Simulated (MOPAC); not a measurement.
Input for MOPAC: PM7 on CH6GaN (SMILES [CH3][GaH][NH2]), a point of a torsion scan.

```
PM7 1SCF PRECISE CHARGE=0 THREADS=1
CH6GaN

C     -1.52537750 1     0.14680464 1    -0.23451019 1
Ga     0.26175078 1    -0.38777633 1     0.58197886 1
N      1.92544385 1     0.15308182 1    -0.01320112 1
H     -2.36402031 1    -0.01914588 1     0.44335184 1
H     -1.51070176 1     1.20396036 1    -0.51592284 1
H     -1.70793433 1    -0.43153938 1    -1.14393475 1
H      0.38412593 1    -1.37615689 1     1.79120630 1
H      2.42809167 1    -0.38980900 1    -0.70822302 1
H      2.06064528 1     1.12698430 1    -0.27417481 1
```

Output:

```
*******************************************************************************
 **                                                                           **
 **                              MOPAC v23.2.5                                **
 **                                                                           **
 *******************************************************************************
 ** MOPAC's Digital Object Identifier: https://doi.org/10.5281/zenodo.6511958 **
 **                                                                           **
 ** Please cite the open-source release paper for use of this MOPAC version:  **
 ** J. E. Moussa and J. J. P. Stewart (2026)                                  **
 ** MOPAC: An open-source semiempirical molecular orbital program             **
 ** J. Open Source Softw., 11(119), 8025, https://doi.org/10.21105/joss.08025 **
 *******************************************************************************

                              PM7 CALCULATION RESULTS

 *******************************************************************************
 *  PM7        - The PM7 Hamiltonian to be used
 *
 *
 *
 *                 CHARGE ON SYSTEM = 0
 *
 *
 *
 *  PRECISE    - TIGHTER CRITERIA TO BE USED
 *  1SCF       - DO 1 SCF AND THEN STOP
 *  THREADS=1  - MULTI-THREADING NOT USED
 *  T=         - A TIME OF 172800.0 SECONDS REQUESTED
 *  DUMP=N     - RESTART FILE WRITTEN EVERY 7200.0 SECONDS REQUESTED
 *******************************************************************************
PM7 1SCF PRECISE CHARGE=0 THREADS=1
 CH6GaN

   ATOM   CHEMICAL          X               Y               Z
  NUMBER   SYMBOL      (ANGSTROMS)     (ANGSTROMS)     (ANGSTROMS)

     1       C         -1.52537750  *   0.14680464  *  -0.23451019  *
     2      Ga          0.26175078  *  -0.38777633  *   0.58197886  *
     3       N          1.92544385  *   0.15308182  *  -0.01320112  *
     4       H         -2.36402031  *  -0.01914588  *   0.44335184  *
     5       H         -1.51070176  *   1.20396036  *  -0.51592284  *
     6       H         -1.70793433  *  -0.43153938  *  -1.14393475  *
     7       H          0.38412593  *  -1.37615689  *   1.79120630  *
     8       H          2.42809167  *  -0.38980900  *  -0.70822302  *
     9       H          2.06064528  *   1.12698430  *  -0.27417481  *



          CARTESIAN COORDINATES

    NO.       ATOM           X           Y           Z

     1         C         -1.5254      0.1468     -0.2345
     2        Ga          0.2618     -0.3878      0.5820
     3         N          1.9254      0.1531     -0.0132
     4         H         -2.3640     -0.0191      0.4434
     5         H         -1.5107      1.2040     -0.5159
     6         H         -1.7079     -0.4315     -1.1439
     7         H          0.3841     -1.3762      1.7912
     8         H          2.4281     -0.3898     -0.7082
     9         H          2.0606      1.1270     -0.2742

 General Reference for PM7:
 "Optimization of Parameters for Semiempirical Methods VI: More Modifications to the
 NDDO Approximations and Re-optimization of Parameters", J. J. P. Stewart, J. Mol. Mod., 1:32, 19 (2013)
 https://link.springer.com/article/10.1007/s00894-012-1667-x

           Empirical Formula: C H6 N Ga  =     9 atoms



      MOLECULAR POINT GROUP   :   C1


      RHF CALCULATION, NO. OF DOUBLY OCCUPIED LEVELS = 9


 -------------------------------------------------------------------------------
 PM7 1SCF PRECISE CHARGE=0 THREADS=1
 CH6GaN



     1SCF WAS SPECIFIED, SO BFGS WAS NOT USED
     SCF FIELD WAS ACHIEVED


                              PM7 CALCULATION
                                                       MOPAC v23.2.5 Linux




          FINAL HEAT OF FORMATION =          2.12004 KCAL/MOL =       8.87025 KJ/MOL


          COSMO AREA              =        105.46 SQUARE ANGSTROMS
          COSMO VOLUME            =         87.08 CUBIC ANGSTROMS

          IONIZATION POTENTIAL    =          8.964086 EV
          HOMO LUMO ENERGIES (EV) =         -8.964  1.134
          NO. OF FILLED LEVELS    =          9
          MOLECULAR WEIGHT        =        101.8001         POINT GROUP:  C1

          MOLECULAR DIMENSIONS (Angstroms)

            Atom       Atom       Distance
            H     8    H     4     4.94245
            H     7    H     5     3.65250
            H     9    H     6     2.50355


          SCF CALCULATIONS        =          1





   ATOM   CHEMICAL          X               Y               Z
  NUMBER   SYMBOL      (ANGSTROMS)     (ANGSTROMS)     (ANGSTROMS)

     1       C         -1.52537750  *   0.14680464  *  -0.23451019  *
     2      Ga          0.26175078  *  -0.38777633  *   0.58197886  *
     3       N          1.92544385  *   0.15308182  *  -0.01320112  *
     4       H         -2.36402031  *  -0.01914588  *   0.44335184  *
     5       H         -1.51070176  *   1.20396036  *  -0.51592284  *
     6       H         -1.70793433  *  -0.43153938  *  -1.14393475  *
     7       H          0.38412593  *  -1.37615689  *   1.79120630  *
     8       H          2.42809167  *  -0.38980900  *  -0.70822302  *
     9       H          2.06064528  *   1.12698430  *  -0.27417481  *

                             CARTESIAN COORDINATES

   1    C       -1.525377500     0.146804640    -0.234510190
   2   Ga        0.261750780    -0.387776330     0.581978860
   3    N        1.925443850     0.153081820    -0.013201120
   4    H       -2.364020310    -0.019145880     0.443351840
   5    H       -1.510701760     1.203960360    -0.515922840
   6    H       -1.707934330    -0.431539380    -1.143934750
   7    H        0.384125930    -1.376156890     1.791206300
   8    H        2.428091670    -0.389809000    -0.708223020
   9    H        2.060645280     1.126984300    -0.274174810


           Empirical Formula: C H6 N Ga  =     9 atoms



      MOLECULAR POINT GROUP   :   C1


                  EIGENVALUES
 -34.28043 -24.40967 -17.47080 -15.38249 -13.68831 -13.54789 -12.47393 -10.83468
  -8.96409   1.13354   2.62652   2.95305   4.00563   5.90494   5.97958   6.70537
   7.28034   7.32386


              NET ATOMIC CHARGES AND DIPOLE CONTRIBUTIONS

  ATOM NO.   TYPE          CHARGE      No. of ELECS.   s-Pop       p-Pop
    1          C          -0.648482        4.6485     1.06514     3.58334
    2         Ga           0.519923        2.4801     1.14989     1.33019
    3          N          -0.883391        5.8834     1.63375     4.24964
    4          H           0.153631        0.8464     0.84637
    5          H           0.149928        0.8501     0.85007
    6          H           0.151126        0.8489     0.84887
    7          H           0.044299        0.9557     0.95570
    8          H           0.262954        0.7370     0.73705
    9          H           0.250011        0.7500     0.74999
 DIPOLE           X         Y         Z       TOTAL
 POINT-CHG.    -1.214    -0.967     0.522     1.638
 HYBRID         0.176     0.898    -1.441     1.707
 SUM           -1.038    -0.069    -0.919     1.388


          ATOMIC ORBITAL ELECTRON POPULATIONS

     Atom    s        px        py        pz
    1  C   1.06514   1.20005   1.18867   1.19461
    2 Ga   1.14989   0.53277   0.30485   0.49257
    3  N   1.63375   1.44548   1.21360   1.59056
    4  H   0.84637
    5  H   0.85007
    6  H   0.84887
    7  H   0.95570
    8  H   0.73705
    9  H   0.74999

 **********************
 *                    *
 * JOB ENDED NORMALLY *
 *                    *
 **********************




 == MOPAC DONE ==
```

The run finished.

Cost: roughly 0.06 core-seconds.
